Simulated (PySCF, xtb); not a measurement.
AuClH3N, SMILES [NH3]->[Au][Cl], multiplicity 1.

GFN2-xTB run with xtb at its own geometry gives an orbital gap of 6.01 eV and a dipole moment of 10.40 D.

The structure is a stationary point at B3LYP-D3(BJ)/def2-TZVP. The spin state was assumed, not searched. The def2 effective core potentials stand for the cores of Au; spin–orbit coupling is left out.

What does CAM-B3LYP/def2-TZVPD in PySCF give? (An estimate is asked for; the answer gives what the named calculation found.)

gap 7.81 eV (levels -8.33 and -0.53 eV), dipole 9.00 D.
